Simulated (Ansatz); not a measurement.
SnMe2(pyrrolidide)2 (C10H22N2Sn). Total charge 0; triplet. Geometry r2SCAN-D4/def2-SVP, that of the neutral singlet; atoms count from 1.

Cartesian coordinates in Å:
```
Sn -0.404 0.091 -1.214
C -2.041 1.336 -1.831
H -1.801 1.868 -2.763
H -2.250 2.074 -1.043
H -2.935 0.717 -1.993
C 0.595 -1.027 -2.767
H -0.061 -1.838 -3.116
H 1.528 -1.462 -2.379
H 0.836 -0.370 -3.616
N -1.125 -1.302 0.097
C -1.877 -0.920 1.281
C -2.425 -2.263 1.810
C -1.447 -3.325 1.247
C -0.397 -2.500 0.475
H -2.672 -0.195 1.035
H -1.235 -0.447 2.061
H -3.444 -2.437 1.430
H -2.479 -2.275 2.911
H -0.986 -3.942 2.035
H -1.971 -4.006 0.559
H 0.467 -2.287 1.150
H 0.003 -3.027 -0.408
N 0.861 1.330 -0.154
C 1.968 0.778 0.610
C 2.560 2.010 1.333
C 2.124 3.213 0.458
C 1.372 2.566 -0.723
H 2.757 0.319 -0.035
H 1.620 -0.004 1.306
H 3.654 1.933 1.435
H 2.140 2.096 2.346
H 1.444 3.871 1.020
H 2.975 3.825 0.119
H 0.556 3.199 -1.112
H 2.089 2.398 -1.564
```

In the def2 sets Sn takes a core potential; there is no spin–orbit coupling. Single mean-field runs in def2-TZVP are fitted with def2-universal-jkfit. At PBE0-D4/def2-TZVP a singlet of charge 0 lies 4.59 eV below the triplet at the same geometry.

Estimate the Mulliken populations of the heavy atoms from the PBE0/def2-TZVP orbitals of Ansatz.


```tsv
atom	charge (e)	spin (α − β)
Sn1	0.47	0.67
C2	-0.52	-0.11
C6	-0.39	-0.08
N10	-0.38	0.03
C11	-0.13	-0.02
C12	-0.18	0.00
C13	-0.18	0.00
C14	-0.13	-0.01
N23	0.02	0.77
C24	-0.11	-0.12
C25	-0.18	0.01
C26	-0.20	0.02
C27	-0.06	-0.15
```
Mulliken values depend strongly on the basis.

Where does the spin sit?

Summed by element: Sn 0.67, C -0.46, H 1.00, N 0.79, of 2 unpaired in all. Largest on single atoms: N23 0.77, Sn1 0.67, H35 0.19.

And the Mayer bond orders between heavy atoms (over 0.3)?

Sn1–C2 0.50 (2.15 Å); Sn1–N10 0.80 (2.05 Å); N10–C11 1.00 (1.45 Å); N10–C14 0.99 (1.45 Å); C11–C12 1.06 (1.54 Å); C12–C13 1.06 (1.55 Å); C13–C14 1.05 (1.54 Å); N23–C24 1.00 (1.45 Å); N23–C27 1.01 (1.45 Å); C24–C25 1.04 (1.55 Å); C25–C26 1.04 (1.55 Å); C26–C27 1.03 (1.54 Å).
